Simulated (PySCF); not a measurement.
C₈H₁₀O₂Si, SMILES COC(=O)c1cccc([SiH3])c1, singlet at its GFN2-xTB optimised geometry (Å):

```
21

C     -3.1087    -2.5441    -0.0142
O     -2.3711    -1.3326    -0.0163
C     -1.0335    -1.4629     0.0012
O     -0.4802    -2.5360     0.0145
C     -0.3332    -0.1576     0.0000
C     -1.0251     1.0507     0.0004
C     -0.3169     2.2382     0.0014
C      1.0677     2.2233     0.0010
C      1.7819     1.0270     0.0000
Si     3.6714     1.0324    -0.0146
C      1.0590    -0.1576     0.0000
H     -4.1545    -2.2645    -0.1152
H     -2.7974    -3.1801    -0.8459
H     -2.9455    -3.0860     0.9201
H     -2.1037     1.0498     0.0011
H     -0.8463     3.1801     0.0031
H      1.6081     3.1597     0.0026
H      4.1440     1.9012     1.0668
H      4.1298     1.5684    -1.2997
H      4.1545    -0.3335     0.1742
H      1.5661    -1.1115     0.0002
```

Calculation: PySCF with B3LYP/def2-SVP. Cells within 0.4 Å of a nucleus heavier than hydrogen are left out (blank, or x).

Map of the electrostatic potential (hartree/e), clipped to [-0.08, 0.12] on the plane z = 0.0 Å:

```
|3333334444444444443333333|
|3333344444444444444333333|
|3333444444444444444433333|
|3333444444444444444433333|
|3334444445554455544443333|
|3334444446996579854443333|
|3344444458999999965443333|
|3344444457999999977654333|
|33444445579xx9x9999996443|
|3344445799999999999999544|
|3444445999x9999xx99x99644|
|4443334799999999999999644|
|44433322599xx9x9999997443|
|44443326999999x9966997333|
|44444489x9x99999954564333|
|44469999x9x99489843333333|
|44599999999x9124433333333|
|445799x9969x9002333333333|
|4445699972294012233333333|
|4444567642000012233333333|
|4444444432111122233333333|
|4444444333222222333333333|
|4444444333222222333333333|
|3444433333333333333333333|
|3333333333333333333333333|
```
Scale: ten equal steps from -0.073 (start of '0') to 0.120 (end of '9'), in the order '0123456789'; x runs from -6.50 to 6.50, y from -6.50 (bottom) to 6.50 (top).
